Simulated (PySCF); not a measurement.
Ionising RbBi

r²SCAN; basis Rb def2-SVP with ECP28, Bi def2-SVP with ECP60; scalar-relativistic core potentials; PySCF 2.14. Neutral (UKS): triplet (π ↑↑), Re = 3.593 Å, ωe = 91.1 cm⁻¹, De = 1.00 eV, HOMO -2.95 eV, LUMO -1.75 eV.

RbBi⁺ (UKS): quartet (σ ↑, π ↑↑), Re = 4.128 Å, ωe = 34.9 cm⁻¹. The energies at the minima are -238.84591 hartree for RbBi and -238.66385 for RbBi⁺.

(1) Work out the adiabatic ionisation energy, without and with harmonic zero-point energies (1 hartree = 27.2114 eV, 1 eV = 8065.5 cm⁻¹), and the change of the bond length.

These are scalar-relativistic numbers at best; spin–orbit coupling would shift them, the dissociation energy most. States were picked by a PBE0 search and need not be the measured ground states.

Answers

(1) At r²SCAN: 0.18206 hartree = 4.954 eV between the minima; the zero-point term (34.9 − 91.1)/2 cm⁻¹ = -0.003 eV makes it 4.951 eV. Re changes by +53.5 pm against the neutral. The electron leaves a σ orbital, and the ion is left as a loose complex of an ion and an atom.
